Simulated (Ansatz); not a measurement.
Geometry optimisation, Ansatz, RKS LDA/def2-SVP.

input.yaml

```yaml
crystal:
  periodic: [false, false, false]
  atoms:
    - { symbol: Si, position_ang: [-0.1467, 0.7704, 0.3982] }
    - { symbol: C, position_ang: [0.3066, -0.7338, -0.4561] }
    - { symbol: Cl, position_ang: [-1.12202, -1.44085, -1.18153] }
    - { symbol: Br, position_ang: [1.57696, -0.45295, -1.81917] }
    - { symbol: H, position_ang: [-0.7887, 1.7764, -0.5929] }
    - { symbol: H, position_ang: [-1.195, 0.6038, 1.4648] }
    - { symbol: H, position_ang: [1.0002, 1.51, 0.9997] }
    - { symbol: H, position_ang: [0.75534, -1.49728, 0.24354] }
basis:
  gaussian: { orbitals: def2-SVP }
hamiltonian:
  xc: lda
relax:
  f_tol: 0.015
  max_steps: 40
```

Launched with:

```bash
$ ansatz run input.yaml --threads 2 --pin off --max-ram 3072MiB --backend cpu --events-out ev --progress --plain --runs-dir out
```

Q: Where does it end, and by what steps?

A: The forces met the threshold. After 5 steps the energy has fallen by 0.267 eV; Si1 moved furthest, 0.10 Å.

```tsv
step	energy less start (eV)	largest force component (eV/Å)	accepted
0	0.0000	3.049	yes
1	-0.2234	1.138	yes
2	-0.2167	0.491	no
3	-0.2649	0.138	yes
4	-0.2662	0.041	yes
5	-0.2668	0.009	yes
```

```xyz
8
Properties=species:S:1:pos:R:3
Si -0.182 0.863 0.398
C 0.284 -0.761 -0.455
Cl -1.177 -1.491 -1.137
Br 1.624 -0.376 -1.804
H -0.766 1.766 -0.649
H -1.197 0.565 1.470
H 1.052 1.472 1.008
H 0.748 -1.503 0.226
```

Run time: 7.2 s on 2 threads of Arm Neoverse V2, with other jobs on the host, peak memory 0.15 GiB.
